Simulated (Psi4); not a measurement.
H$_{3}$B$_{3}$Cl$_{3}$N$_{3}$, triplet, geometry from GFN2-xTB (a higher spin typed on purpose: for a closed-shell molecule this is an excited state); BLYP/3-21G (Psi4).

The Psi4 input:
```
memory 2 GB

molecule mol {
0 3
  Cl   -1.106492   -1.842937   -1.647716
  B    -0.959534   -1.461199    0.262152
  N    -1.563053   -0.112768    0.409795
  B    -0.816814    1.071374    0.396380
  Cl   -1.583299    2.623097    0.554502
  N     0.609189    0.987619    0.320621
  B     1.291295   -0.259708    0.287101
  Cl    3.028493   -0.322414    0.321268
  N     0.536109   -1.444077    0.306131
  H    -2.567466   -0.055961    0.491058
  H     1.147333    1.841040    0.363358
  H     1.011734   -2.334517    0.284666
}

set basis 3-21g
set reference uks

energy('blyp')
print_variables()
```

**Question.** What does Psi4 print? Leave out banner, timings and long lists.

**Answer.** 
```
   => Loading Basis Set <=

    Name: 3-21G
    Role: ORBITAL
    Keyword: BASIS

         ---------------------------------------------------------
                                   SCF
               by Justin Turney, Rob Parrish, Andy Simmonett
                          and Daniel G. A. Smith
                              UKS Reference
         ---------------------------------------------------------

  ==> Geometry <==

    Molecular point group: c1
    Full point group: C1

    Geometry (in Angstrom), charge = 0, multiplicity = 3:

       Center              X                  Y                   Z               Mass
    ------------   -----------------  -----------------  -----------------  -----------------
         CL          -1.107817236820    -1.844747675248    -1.642685240726    34.968852682000
         B           -0.960859236820    -1.463009675248     0.267182759274    11.009305360000
         N           -1.564378236820    -0.114578675248     0.414825759274    14.003074004430
         B           -0.818139236820     1.069563324752     0.401410759274    11.009305360000
         CL          -1.584624236820     2.621286324752     0.559532759274    34.968852682000
         N            0.607863763180     0.985808324752     0.325651759274    14.003074004430
         B            1.289969763180    -0.261518675248     0.292131759274    11.009305360000
         CL           3.027167763180    -0.324224675248     0.326298759274    34.968852682000
         N            0.534783763180    -1.445887675248     0.311161759274    14.003074004430
         H           -2.568791236820    -0.057771675248     0.496088759274     1.007825032230
         H            1.146007763180     1.839229324752     0.368388759274     1.007825032230
         H            1.010408763180    -2.336327675248     0.289696759274     1.007825032230

  Running in c1 symmetry.

  Rotational constants: A =      0.03397  B =      0.02573  C =      0.01579 [cm^-1]
  Rotational constants: A =   1018.33023  B =    771.32017  C =    473.35773 [MHz]
  Nuclear repulsion =  612.523653736526626

  Charge       = 0
  Multiplicity = 3
  Electrons    = 90
  Nalpha       = 46
  Nbeta        = 44

  ==> Algorithm <==

  SCF Algorithm Type is DF.
  DIIS enabled.
  MOM disabled.
  Fractional occupation disabled.
  Guess Type is SAD.
  Energy threshold   = 1.00e-06
  Density threshold  = 1.00e-06
  Integral threshold = 1.00e-12

  ==> Primary Basis <==

  Basis Set: 3-21G
    Blend: 3-21G
    Number of shells: 57
    Number of basis functions: 99
    Number of Cartesian functions: 99
    Spherical Harmonics?: false
    Max angular momentum: 1

  ==> DFT Potential <==

   => LibXC <=

    Version 7.1.2
    S. Lehtola, C. Steigemann, M. J. T. Oliveira, and M. A. L. Marques,  SoftwareX 7, 1–5 (2018) (10.1016/j.softx.2017.11.002)

   => Composite Functional: BLYP <=

    BLYP GGA Exchange-Correlation Functional

    P.J. Stephens et. al., J. Phys. Chem., 98, 11623-11627, 1994
    B. Miehlich et. al., Chem. Phys. Lett., 157(3), 200-206 1989

    Deriv               =              1
    GGA                 =           TRUE
    Meta                =          FALSE

    Exchange Hybrid     =          FALSE
    MP2 Hybrid          =          FALSE

   => Exchange Functionals <=

    1.0000     XC_GGA_X_B88

   => Correlation Functionals <=

    1.0000     XC_GGA_C_LYP

   => LibXC Density Thresholds  <==

    XC_GGA_C_LYP:  1.00E-14
    XC_GGA_X_B88:  1.00E-15

   => Molecular Quadrature <=

    Radial Scheme          =       TREUTLER
    Pruning Scheme         =           NONE
    Nuclear Scheme         =       TREUTLER

    Blocking Scheme        =         OCTREE
    BS radius alpha        =              1
    Pruning alpha          =              1
    Radial Points          =             75
    Spherical Points       =            302
    Total Points           =         247409
    Total Blocks           =           1882
    Max Points             =            256
[...]

  ==> Iterations <==

                           Total Energy        Delta E     RMS |[F,P]|

   @DF-UKS iter SAD: -1613.29723445473860   -1.61330e+03   0.00000e+00
   @DF-UKS iter   1: -1612.68494665375783    6.12288e-01   1.21981e-02 ADIIS/DIIS
   @DF-UKS iter   2: -1610.79695303634594    1.88799e+00   2.15422e-02 ADIIS/DIIS
   @DF-UKS iter   3: -1613.29487663647228   -2.49792e+00   2.72813e-03 ADIIS/DIIS
   @DF-UKS iter   4: -1613.16077517681993    1.34101e-01   5.57464e-03 ADIIS/DIIS
   @DF-UKS iter   5: -1613.32857831166802   -1.67803e-01   1.53536e-03 ADIIS/DIIS
   @DF-UKS iter   6: -1613.33634467531874   -7.76636e-03   9.54559e-04 ADIIS/DIIS
   @DF-UKS iter   7: -1613.34148174029588   -5.13706e-03   3.50617e-04 ADIIS/DIIS
   @DF-UKS iter   8: -1613.34191585710596   -4.34117e-04   2.07072e-04 ADIIS/DIIS
   @DF-UKS iter   9: -1613.34220141185574   -2.85555e-04   8.73995e-05 DIIS
   @DF-UKS iter  10: -1613.34226222991902   -6.08181e-05   2.54510e-05 DIIS
   @DF-UKS iter  11: -1613.34226593951735   -3.70960e-06   1.02629e-05 DIIS
   @DF-UKS iter  12: -1613.34226625193423   -3.12417e-07   7.65145e-06 DIIS
   @DF-UKS iter  13: -1613.34226663162212   -3.79688e-07   1.74846e-06 DIIS
   @DF-UKS iter  14: -1613.34226665153165   -1.99095e-08   1.88251e-07 DIIS
  Energy and wave function converged.

  ==> Post-Iterations <==

   Electrons on quadrature grid:
      Nalpha   =   46.0000058885 ; deviation = 5.888e-06
      Nbeta    =   44.0000037231 ; deviation = 3.723e-06
      Ntotal   =   90.0000096116 ; deviation = 9.612e-06

   @Spin Contamination Metric:   3.883615201E-03
   @S^2 Expected:                2.000000000E+00
   @S^2 Observed:                2.003883615E+00
   @S   Expected:                1.000000000E+00
   @S   Observed:                1.000000000E+00

    Orbital Energies [Eh]
    ---------------------

    Alpha Occupied:

[...]
      46A     -0.130848

    Alpha Virtual:

[...]
    Beta Occupied:

[...]
    Beta Virtual:

[...]
      99A      2.677270

    Final Occupation by Irrep:
              A
    DOCC [    44 ]
    SOCC [     2 ]
    NA   [    46 ]
    NB   [    44 ]

  @DF-UKS Final Energy: -1613.34226665153165

   => Energetics <=

    Nuclear Repulsion Energy =            612.5236537365266258
    One-Electron Energy =               -3441.4833818696806702
    Two-Electron Energy =                1334.2699140842444194
    DFT Exchange-Correlation Energy =    -118.6524526026221196
    Empirical Dispersion Energy =           0.0000000000000000
    VV10 Nonlocal Energy =                  0.0000000000000000
    Total Energy =                      -1613.3422666515316450

  UHF NO Occupations:
  HONO-2 :   44  A 1.9989409
  HONO-1 :   45  A 1.0000000
  HONO-0 :   46  A 1.0000000
  LUNO+0 :   47  A 0.0010591
  LUNO+1 :   48  A 0.0003661
  LUNO+2 :   49  A 0.0001967
  LUNO+3 :   50  A 0.0000762

Computation Completed

Properties will be evaluated at   0.000000,   0.000000,   0.000000 [a0]

Properties computed using the SCF density matrix

 Multipole Moments:

 ------------------------------------------------------------------------------------
     Multipole            Electronic (a.u.)      Nuclear  (a.u.)        Total (a.u.)
 ------------------------------------------------------------------------------------

 L = 1.  Multiply by 2.5417464519 to convert [e a0] to [Debye]
 Dipole X            :          0.4545860           -0.2254185            0.2291675
 Dipole Y            :          0.3998368           -0.3079569            0.0918799
 Dipole Z            :         -0.4257400            0.8555968            0.4298568
 Magnitude           :                                                    0.4957182

 ------------------------------------------------------------------------------------

  Variable Map:
  ----------------------------------------------------------------------------
[...]
  Array Variable Map:
  ----------------------------------------------------------------------------
[...]
[...]
```
